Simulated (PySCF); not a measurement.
## Identify the compound

The spectra below were simulated for a compound CH₆N₂Si₂.

1H NMR (400 MHz, computed): δ 5.03 (s, 2H), 4.75 (s, 3H), -0.26 (br s, 1H).

13C{1H} NMR (computed): δ 124.9 (C).

[PySCF 2.14.0 with density-fitted response routines: geometry from GFN2-xTB; PBE0/pcSseg-1 with gauge-including orbitals; averaged over atoms made equivalent by symmetry, fast rotation or ring inversion; no relativistic terms; one conformer; in vacuum]

Scale: 1H (31.72 ppm), 13C (186.93 ppm) vs TMS (reference shieldings calculated alike).

**Question.** Propose a structure and justify it.

**Answer.** 
1. Rings plus π bonds: 2 (no ring in the answer).
2. Carbon types of the structure: 1 × C, leaving 6 H on heteroatoms.
3. δC 124.9: nitrile carbon; C≡N carbons fall here, among the sp2 signals but without a proton.
4. δH 5.03: hydrogen on a silicon bonded to C, N.
5. δH 4.75: hydrogen on a silicon bonded to N.
6. δH -0.26: hydrogen on a nitrogen bonded to 2 Si; labile proton, position sensitive to the medium.

These data were computed for `N#C[SiH2]N[SiH3]`.

The data come from this structure; uniqueness wasn't tested.

The OH or NH signal is concentration- and solvent-dependent in practice; the value given is the gas-phase one. Shifts are as computed. Against solution values, carbons near 30 ppm lie about +3 ppm off and those near 130 ppm about +5 ppm (rms about the fit 2.1 ppm; single classes can miss by 10 ppm). Of 1328 compounds with measured shifts, 309 miss one by over three times the rms of a fit or turn the order of signals round; such compounds aren't used in these exercises. Signals without a measured value on file couldn't be tested in this way; 1H shifts scatter by 0.2 ppm about their fit, and single ones miss by 0.5 ppm. Multiplicities follow the n + 1 count of equivalent neighbours, as no J values were calculated; m marks all less simple cases, F and P coupling included.
